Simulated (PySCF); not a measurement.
# Computed spin Hamiltonian

C4H4F3 (doublet state).
Cartesian coordinates in Å at the GFN2-xTB level; atoms count from 1:
```xyz
11
C4H4F3 angstrom
C     -0.603    1.324   -0.323
C      0.146    0.196   -0.069
C      1.513    0.110   -0.173
C     -0.635   -1.031    0.351
F      0.133   -2.090    0.636
F     -1.383   -0.799    1.444
F     -1.491   -1.430   -0.608
H     -0.124    2.235   -0.628
H     -1.672    1.319   -0.222
H      2.040   -0.801    0.039
H      2.082    0.970   -0.473
```

The hyperfine couplings belong to this conformer and change with its torsions.

As a line formula: `[CH2]C(=C)C(F)(F)F` [radical].

The calculation used PySCF, UKS B3LYP, pcH-1 on C F H, non-relativistic, mean-field spin-orbit, GIAO. Isolated species at its GFN2-xTB geometry (one conformer only). The geometry wasn't refined by DFT: couplings that depend on bond lengths, twists or pyramidal angles can differ widely from those at the functional's own minimum. No stability test was run, so a lower SCF solution isn't excluded. ⟨S²⟩ is 0.779 where a pure state has 0.75.

```
g1, g2, g3                      : 2.00226, 2.00279, 2.00295
g_iso                           : 2.00267
Form of g                       : rhombic: the two nearest values differ by 23 % of g3 − g1
⟨S²⟩                            : 0.7793 (exact 0.7500)
α and β electrons               : 28, 27
HOMO–LUMO gap, α and β orbitals : 5.89, 5.97 eV
Basis functions                 : 215
```

Isotropic coupling and dipolar principal values T1 to T3, in 10⁻⁴ cm⁻¹; ρ(0) is the spin density at the nucleus (1 × 10⁻⁴ cm⁻¹ = 2.998 MHz):

```csv
atom,isotope,a_iso,T1,T2,T3,Mulliken spin population,ρ(0) (bohr⁻³)
C1,13C,19.5,-18.4,-17.9,36.3,0.72,0.0520
C2,13C,-17.2,-10.4,4.1,6.2,-0.27,-0.0458
C3,13C,18.2,-17.1,-16.6,33.7,0.67,0.0485
C4,13C,2.5,-0.4,0.0,0.4,0.00,0.0066
F5,19F,-0.2,-0.8,-0.4,1.2,0.00,-0.0001
F6,19F,-4.0,-5.5,1.6,4.0,0.00,-0.0028
F7,19F,-4.8,-6.1,1.9,4.2,0.00,-0.0034
H8,1H,-14.3,-7.8,-0.6,8.4,-0.03,-0.0096
H9,1H,-15.0,-8.9,-0.2,9.1,-0.03,-0.0100
H10,1H,-14.1,-8.3,-0.2,8.5,-0.03,-0.0095
H11,1H,-13.3,-7.1,-0.6,7.7,-0.03,-0.0089
```

The Mulliken spin populations are largest on C1 (+0.72), C3 (+0.67) and C2 (-0.27). The angles at C1 add up to 360.0°, so it is planar; its axial dipolar tensor and the negative couplings of its protons fit spin in a p orbital normal to that plane.

Axes: g2 points within 10° of the C3–H11 bond.

Under fast tumbling the dipolar parts average out, and these isotropic splittings remain: 1 × 1H (H9, I = 1/2, 2 lines) with 1.60 mT, 1 × 1H (H8, I = 1/2, 2 lines) with 1.53 mT, 1 × 1H (H10, I = 1/2, 2 lines) with 1.51 mT, 1 × 1H (H11, I = 1/2, 2 lines) with 1.42 mT and 3 × 19F (F5/F6/F7, I = 1/2, 4 lines) with 0.32 mT.

Class means assume fast exchange of nuclei equivalent by connectivity; if that motion is slow, each nucleus keeps its own coupling. H8 and H9 aren't averaged: C1 is flat or nearly so (angle sum 360°), and its turn about the short C1–C2 bond (1.38 Å) is taken as slow. The three 19F nuclei of mean -9.0 MHz run from -14.5 to -0.5 MHz in the frozen geometry.

The 13C coupling of C1 (58.5 MHz) shows only in satellite lines or after enrichment, since that isotope makes up about 1.07 % of natural carbon.

The spin density at the nucleus, in bohr⁻³, is negative for C2 (-0.0458), H9 (-0.0100) and H8 (-0.0096), for instance. A restricted open-shell determinant has no negative spin density anywhere; here it arises because α and β orbitals differ (spin polarisation).
